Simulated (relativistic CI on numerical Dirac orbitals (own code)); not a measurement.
Charge states of gold

Calculated at this level of theory: Dirac-Coulomb-Breit CI, orbitals from a KLI potential per configuration, QED by a radiative potential, valence Slater integrals scaled by 0.9 (own radial code, finite nucleus).

Each species is treated in one configuration, given outside its closed core. Radial values are for the open shell of highest l, unscaled and averaged over j; ζ includes the Breit term. Labels give the leading LS character, summed over repeated terms.

| Ion | Configuration | Its lowest level | LS weight (%) | ⟨r⟩ (bohr) | ⟨r²⟩ (bohr²) | Next level | E (cm⁻¹) | g_J | g√(J(J+1)) |
| --- | --- | --- | --- | --- | --- | --- | --- | --- | --- |
| Au⁴⁸⁺ | 3d10 4s2 4p | 2P°_1/2 | 100 | 0.3675 | 0.1531 | 2P°_3/2 | 1.1274e+06 | 0.658 | 0.57 |
| Au⁴⁹⁺ | 3d10 4s2 | 1S_0 | 100 |  |  |  |  |  | 0.00 |
| Au⁵⁰⁺ | 3d10 4s | 2S_1/2 | 100 | 0.3551 | 0.142 |  |  | 1.994 | 1.73 |
| Au⁵¹⁺ | 3d10 | 1S_0 | 100 |  |  |  |  |  | 0.00 |
| Au⁵²⁺ | 3d9 | 2D_5/2 | 100 | 0.1609 | 0.03009 | 2D_3/2 | 738790 | 1.188 | 3.51 |
| Au⁵³⁺ | 3d8 | 3F_4 | 85 | 0.1598 | 0.02963 | J = 2 (mixed) | 77125 | 1.201 | 5.37 |
| Au⁵⁴⁺ | 3d7 | 4F_9/2 | 56 | 0.1586 | 0.02919 | J = 3/2 (mixed) | 111070 | 1.209 | 6.02 |
| Au⁵⁵⁺ | 3d6 | J = 4 (mixed) | 42 | 0.1575 | 0.02876 | J = 2 (mixed) | 70423 | 1.222 | 5.47 |
| Au⁵⁶⁺ | 3d5 | J = 5/2 (mixed) | 27 | 0.1564 | 0.02834 | J = 5/2 (mixed) | 675640 | 1.248 | 3.69 |
| Au⁵⁷⁺ | 3d4 | ? | ? | ? | ? | ? | ? | ? | ? |
| Au⁵⁸⁺ | 3d3 | J = 3/2 (mixed) | 41 | 0.1543 | 0.02753 | 4F_5/2 | 741140 | 0.735 | 1.42 |
| Au⁵⁹⁺ | 3d2 | 3F_2 | 72 | 0.1532 | 0.02714 | 3P_0 | 197090 | 0.764 | 1.87 |
| Au⁶⁰⁺ | 3d | 2D_3/2 | 100 | 0.1522 | 0.02676 | 2D_5/2 | 848300 | 0.784 | 1.52 |
| Au⁶¹⁺ | 3s2 3p6 | 1S_0 | 100 |  |  |  |  |  | 0.00 |
| Au⁶²⁺ | 3s2 3p5 | 2P°_3/2 | 100 | 0.1689 | 0.03312 | 2P°_1/2 | 3.8675e+06 | 1.318 | 2.55 |
| Au⁶³⁺ | 3s2 3p4 | 3P_2 | 68 | 0.1681 | 0.03281 | 1S_0 | 168340 | 1.325 | 3.25 |
| Au⁶⁴⁺ | 3s2 3p3 | J = 3/2 (mixed) | 49 | 0.1674 | 0.03251 | 4S°_3/2 | 3.8248e+06 | 1.333 | 2.58 |
| Au⁶⁵⁺ | 3s2 3p2 | 3P_0 | 68 | 0.1666 | 0.03222 | 3P_1 | 3.8834e+06 |  | 0.00 |
| Au⁶⁶⁺ | 3s2 3p | 2P°_1/2 | 100 | 0.1658 | 0.03193 | 2P°_3/2 | 4.0331e+06 | 0.644 | 0.56 |
| Au⁶⁷⁺ | 3s2 | 1S_0 | 100 |  |  |  |  |  | 0.00 |
| Au⁶⁸⁺ | 3s | 2S_1/2 | 100 | 0.1673 | 0.03205 |  |  | 1.980 | 1.71 |
| Au⁶⁹⁺ | 2s2 2p6 | 1S_0 | 100 |  |  |  |  |  | 0.00 |
| Au⁷⁰⁺ | 2s2 2p5 | 2P°_3/2 | 100 | 0.06206 | 0.004718 | 2P°_1/2 | 1.5193e+07 | 1.293 | 2.50 |
| Au⁷¹⁺ | 2s2 2p4 | 3P_2 | 68 | 0.0617 | 0.004661 | 1S_0 | 513500 | 1.298 | 3.18 |

Problem. Fill in the row of Au⁵⁷⁺.

Solution. Its lowest level 3P_0; LS weight (%) 61; ⟨r⟩ (bohr) 0.1553; ⟨r²⟩ (bohr²) 0.02793; Next level 5D_1; E (cm⁻¹) 725750; g√(J(J+1)) 0.00.
